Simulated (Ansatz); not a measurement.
HfAg12, relaxed as a singlet with RKS r2SCAN-D4/def2-SVP in Ansatz, starting from the GFN1-xTB geometry. Force threshold 0.03 eV/Å.

In the def2 sets Ag, Hf take a core potential; there is no spin–orbit coupling. Single mean-field runs in def2-SVP are fitted with def2-universal-jkfit. The restricted singlet is unstable towards broken spin symmetry in Hartree–Fock (as tested in another run); at r2SCAN-D4/def2-SVP this wasn't settled. Another isomer (singlet) lies 0.12 eV lower at PBE0-D4/def2-TZVP; other spin states weren't run for this one.

Start:

```xyz
13

Hf   -0.028    0.592    0.335
Ag    0.432    3.165   -0.660
Ag    1.598    0.364    2.614
Ag   -0.068    1.317   -2.772
Ag    2.316    1.107   -1.239
Ag    0.850   -1.246   -2.002
Ag   -1.873   -0.676   -1.869
Ag   -1.010   -0.626    2.742
Ag   -0.664   -2.232    0.249
Ag   -2.144    2.034   -0.938
Ag    2.336   -1.197    0.361
Ag   -2.804   -0.130    0.723
Ag    1.058   -2.471    2.455
```

(1) Estimate the energy that the relaxation releases and the steps that it takes.

(2) Does the start keep its bonding and symmetry?

(3) Predict the relaxed structure.

Results:

(1) 17.8 kcal/mol, in 16 steps; 2.1 min on 2 threads of AMD EPYC 7R13 on a shared host and a share (18 GiB) of an NVIDIA H100 80GB HBM3. No frequencies were taken in this run, so the end may be a saddle point.

(2) Bonds lost: Ag2–Ag10, Ag8–Ag9 (atoms count from 1). Bonds formed: Ag2–Ag3, Ag3–Ag5, Ag12–Ag13 (atoms count from 1). Metal–metal contacts that move far: Hf1–Ag13 3.88 to 2.89 Å.

(3) 
```xyz
13

Hf   -0.091    0.188    0.082
Ag    1.050    2.825    0.101
Ag    1.789    0.879    2.007
Ag   -0.175    1.759   -2.209
Ag    2.511    0.811   -0.999
Ag    0.921   -0.956   -2.352
Ag   -1.792   -0.876   -1.997
Ag   -0.923    0.679    2.787
Ag   -0.571   -2.623   -0.276
Ag   -2.560    1.410   -0.737
Ag    2.194   -1.527    0.390
Ag   -2.515   -0.822    0.992
Ag    0.160   -1.746    2.211
```
Bond lengths (bridged metal pairs left out): 27 × Ag–Ag 2.72 to 3.10 Å; 12 × Ag–Hf 2.78 to 2.89 Å.
